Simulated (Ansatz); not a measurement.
The Bi1–Cl2 bond of BiCl3 (SMILES [Cl][Bi]([Cl])[Cl]) is stretched (multiplicity 1, the rest rigid).
Geometry at rest (charge 0, multiplicity 1):
```xyz
4

Bi     0.00035     0.00076     0.45198
Cl    -1.86864    -1.05227    -0.73238
Cl     0.02324     2.14208    -0.73918
Cl     1.84369    -1.09351    -0.73517
```

Frozen-core correlation. Filled d and f shells under p-block atoms count as core.

Run with Ansatz (Gaussian basis) for Hartree–Fock, density functionals and correlated methods.  In def2 rows elements past Kr take small-core potentials, without spin–orbit coupling.

FIC-MRCISD+Q on CASSCF(6,4)/def2-SVP, total energies (hartree):

```tsv
R (Å)	CASSCF	MRCISD	weight c² of the reference
2.450	-1591.743576	-1592.175047	0.86562
4.288	-1591.656862	-1592.078900	0.86632
7.841	-1591.654135	-1592.075284	0.86638
```

**Question.** Add the Davidson correction (E_MRCISD − E_CASSCF)(1 − c²)/c² and give the energies above the first point at the three levels.

**Answer.** 
Corrections (hartree): -0.066981, -0.065126, -0.064952. Above the first point (kcal/mol):
- R = 4.288 Å: CASSCF 54.4, MRCISD 60.3, with the correction 61.5
- R = 7.841 Å: CASSCF 56.1, MRCISD 62.6, with the correction 63.9

Doubts at one or more of the structures used: active orbitals that take no part (FIC-MRCISD+Q on CASSCF(6,4)/def2-SVP).

Ansatz is a program for electronic structure.
